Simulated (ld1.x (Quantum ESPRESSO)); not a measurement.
**indium: TM pseudisation with PW91, scalar-relativistic reference atom.**

| Property | Result |
| --- | --- |
| Element | indium (In) |
| Generator | ld1.x (Quantum ESPRESSO) 7.5 |
| Type | norm-conserving Troullier–Martins (Kleinman–Bylander form) |
| Functional | PW91 |
| Relativity | scalar-relativistic |
| Frozen core | [Ar] 3d10 |
| Valence charge | 21 |
| Reference configuration | 4s2 4p6 4d10 5s2 5p1 |
| Partial waves | 4p (bound): rc 0.85 bohr; 4d (bound): rc 2.02 bohr; 4s (bound): rc 1.10 bohr |
| Local potential | the s channel |
| Core correction | none |

Occupied shells without a wave of their own: 5p, 5s. They enter only through the test configuration that unscreens the potential.

Poles of the logarithmic derivatives, all-electron (AE) and pseudo (PS). s: poles at -8.8, 2.8 (AE) and -8.8, 2.4 (PS) Ry. p: poles at -5.7, 4.5 (AE) and -5.7, 4.2 (PS) Ry. d: poles at -1.1 (AE) and -1.1 (PS) Ry. Test radius 2.20 bohr.

- Cutoffs needed: 200 Ry and 300 Ry (the cutoffs (Ry, on a coarse ladder) from which the occupation-weighted sum of valence levels, in a spherical-Bessel basis at the reference potential, stays within 10 and 1 mRy of its value at 400 Ry)
- Ghost test: no extra level below or beside the all-electron valence levels (p, d, s, f tested) (spherical-Bessel basis up to 400 Ry, 20 bohr box)
- Largest excitation error: -1998 meV (all-electron minus pseudo) for 4s2 4p6 4d10 5s0 5p0, out of 7 test configurations
